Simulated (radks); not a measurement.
Task: Ionisation of the samarium ion Sm+, [Xe] 4f6 6s1, to [Xe] 4f6 as the strength of local exchange is varied. Method: Dirac Kohn-Sham, Slater X-alpha exchange (alpha = 2/3 is LDA exchange), no correlation, spin-unpolarised, spherical densities, finite nucleus; open shells fill j = l - 1/2 first; Fermi nuclear charge, rms radius 5.0819 fm; computed with a radial shooting solver on a logarithmic mesh with Libxc functionals.

alpha  E(Sm+) (hartree)  exchange (hartree)  IE (eV)  -e of the level emptied (eV)  <r> of it (bohr)
0.667       -10420.4654           -222.8907   10.426                 7.798 (6s1/2)             3.950
0.686       -10426.8166           -229.3862   10.515                 7.888 (6s1/2)             3.934
0.772       -10455.6149           -258.8852   10.927                 8.309 (6s1/2)             3.860
0.844       -10479.7885           -283.7054   11.283                 8.675 (6s1/2)             3.800
0.952       -10516.1566           -321.1460   11.834                 9.245 (6s1/2)             3.711
x           -10541.8261           -347.6438   12.234                 9.659 (6s1/2)             3.651

Which alpha was used in the last row?

Result: alpha = 1.028. NIST Atomic Spectra Database: 11.08 eV (semi-empirical). The Delta-SCF value meets it near alpha = 0.80. Spin polarisation and multiplet splitting are left out, so open shells lie too high by an amount that depends on their filling.

Beside tabulated values, note that spin-unpolarised runs miss the spin-polarisation part of the exchange energy of open shells.
